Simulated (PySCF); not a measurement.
**MCl cations for M along group 14**

MP2 with double-zeta basis sets in PySCF, for the lowest determinant that a PBE0 search found; no spin–orbit coupling. De refers to high-spin ground-configuration atoms (the charge goes to the atom of lower measured ionisation energy or higher electron affinity, which is not always the lowest computed limit).

```csv
M,basis,"reference, frozen orbitals",charged atom,state (unpaired electrons),Re (Å),ωe (cm⁻¹),De (eV)
C,cc-pVDZ/cc-pV(D+d)Z,"RHF, 6",C+,singlet (closed shell),1.542,1255,6.38
Si,def2-SVP,"RHF, 10",Si+,singlet (closed shell),1.965,696,4.84
Ge,def2-SVP,"RHF, 14",Ge+,singlet (closed shell),2.064,522,4.37
Sn,def2-SVP,"RHF, 9",Sn+,singlet (closed shell),2.287,441,3.85
Pb,def2-SVP,"RHF, 9",Pb+,singlet (closed shell),2.385,397,n/a
```

Question: By what factor does the well depth vary along the series?

Answer: At MP2 it runs from 3.85 eV (SnCl⁺) to 6.38 eV (CCl⁺), a factor of 1.66.

The rows differ in basis set, which adds steps of its own.

Down a group the atoms grow and get heavier, so bonds lengthen and wavenumbers fall; this series shows no clear exception.

Correlated steps freeze the inner cores (6 to 14 orbitals); shallow outer-core shells are correlated. Correlated levels converge slowly with the basis: in double zeta they bind strong bonds too weakly, by up to about 1 eV, and carry superposition errors of some tenths. These are scalar-relativistic numbers at best; spin–orbit coupling would shift them, the dissociation energy most. For an ion De counts to the pair picked by the measured ionisation energies or electron affinities, which need not be the lowest pair at this level. Where the molecule has an RHF reference, its open-shell atoms are computed with UHF.
